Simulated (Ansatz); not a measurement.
`C#Cc1ccc(C#Cc2ccc(C#Cc3ccc(C#Cc4ccc(C#Cc5ccccc5)cc4)cc3)cc2)cc1`. The state is a singlet with charge 0. Geometry r2SCAN-D4/def2-SVP.

Cartesian coordinates in Å:
```
C -4.685 15.665 -5.491
C -4.349 14.560 -5.101
C -3.957 13.269 -4.646
C -4.134 12.898 -3.294
C -3.752 11.640 -2.849
C -3.178 10.702 -3.740
C -2.789 9.417 -3.287
C -2.453 8.305 -2.895
C -2.065 7.019 -2.443
C -2.244 6.643 -1.090
C -1.866 5.384 -0.648
C -1.291 4.445 -1.539
C -0.906 3.159 -1.087
C -0.574 2.045 -0.697
C -0.192 0.758 -0.247
C 0.285 -0.215 -1.159
C 0.656 -1.477 -0.719
C 0.570 -1.821 0.652
C 0.949 -3.110 1.100
C 1.275 -4.227 1.487
C 1.651 -5.518 1.934
C 1.995 -6.533 1.010
C 2.360 -7.797 1.447
C 2.401 -8.102 2.829
C 2.775 -9.394 3.276
C 3.098 -10.512 3.662
C 3.472 -11.807 4.109
C 3.637 -12.073 5.487
C 4.004 -13.346 5.920
C 4.213 -14.374 4.994
C 4.051 -14.123 3.627
C 3.686 -12.854 3.182
C 2.060 -7.086 3.754
C 1.691 -5.823 3.316
C 0.095 -0.848 1.563
C -0.279 0.413 1.123
C -1.111 4.822 -2.891
C -1.489 6.081 -3.334
C -3.002 11.076 -5.093
C -3.384 12.334 -5.537
H -4.980 16.639 -5.835
H -4.576 13.616 -2.599
H -3.892 11.361 -1.802
H -2.689 7.359 -0.394
H -2.009 5.103 0.399
H 0.357 0.041 -2.219
H 1.023 -2.221 -1.431
H 1.967 -6.308 -0.059
H 2.622 -8.574 0.725
H 3.474 -11.267 6.208
H 4.129 -13.536 6.990
H 4.500 -15.372 5.338
H 4.212 -14.923 2.898
H 3.559 -12.654 2.115
H 2.089 -7.311 4.823
H 1.429 -5.046 4.039
H 0.024 -1.103 2.623
H -0.647 1.157 1.835
H -0.668 4.106 -3.587
H -1.345 6.363 -4.380
H -2.560 10.358 -5.789
H -3.245 12.614 -6.584
```

Single mean-field runs in def2-SVP are fitted with def2-universal-jkfit.

(1) Estimate the orbital energies around the gap (eV) in Ansatz with PBE-D4/def2-SVP, r2SCAN-D4/def2-SVP, PBE0-D4/def2-SVP.

Answers

(1) 
| orbital | PBE-D4/def2-SVP | r2SCAN-D4/def2-SVP | PBE0-D4/def2-SVP |
| --- | --- | --- | --- |
| HOMO−9 | -6.67 | -6.94 | -7.84 |
| HOMO−8 | -6.66 | -6.93 | -7.75 |
| HOMO−7 | -6.64 | -6.93 | -7.75 |
| HOMO−6 | -6.63 | -6.90 | -7.74 |
| HOMO−5 | -6.57 | -6.87 | -7.70 |
| HOMO−4 | -6.51 | -6.76 | -7.56 |
| HOMO−3 | -6.35 | -6.60 | -7.39 |
| HOMO−2 | -5.85 | -6.07 | -6.79 |
| HOMO−1 | -5.37 | -5.56 | -6.22 |
| HOMO | -4.99 | -5.16 | -5.77 |
| LUMO | -3.04 | -3.05 | -2.47 |
| LUMO+1 | -2.59 | -2.57 | -1.95 |
| LUMO+2 | -2.02 | -1.97 | -1.29 |
| LUMO+3 | -1.42 | -1.33 | -0.60 |
| LUMO+4 | -1.40 | -1.29 | -0.49 |
| LUMO+5 | -1.38 | -1.28 | -0.47 |
